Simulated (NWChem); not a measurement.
System: GeHClF2; SMILES [F][GeH]([F])[Cl]

The following NWChem deck was run.

```
start job
memory heap 200 mb stack 900 mb global 1100 mb
geometry units angstroms noautosym nocenter noautoz
  Ge     0.273923     0.371297     0.000000
  F     -0.506625     1.063952    -1.365682
  F     -0.506625     1.063952     1.365682
  Cl    -0.127279    -1.710954     0.000000
  H      1.755115     0.718128     0.000000
end
basis spherical
  * library def2-tzvp
end
dft
  xc xcamb88 1.00 lyp 0.81 vwn_5 0.19 hfexch 1.00
  cam 0.33 cam_alpha 0.19 cam_beta 0.46
  iterations 150
end
property
  efieldgrad
end
task dft property
```

Geometry: optimised at PBE0/def2-SVP.

Vzz is the largest principal value of the second derivative of the potential at the nucleus (NWChem prints the opposite sign); η is the asymmetry. Non-relativistic.

Atoms are numbered as in the input.

Give the results of this calculation. (CAM-B3LYP/def2-TZVP.) Quantities: Vzz Ge1 (a.u.); η Ge1; Vzz Cl4 (a.u.); η Cl4.


```
Property         Value
--------------  ------
Vzz Ge1 (a.u.)  -1.402
η Ge1             0.11
Vzz Cl4 (a.u.)   2.637
η Cl4             0.03
```
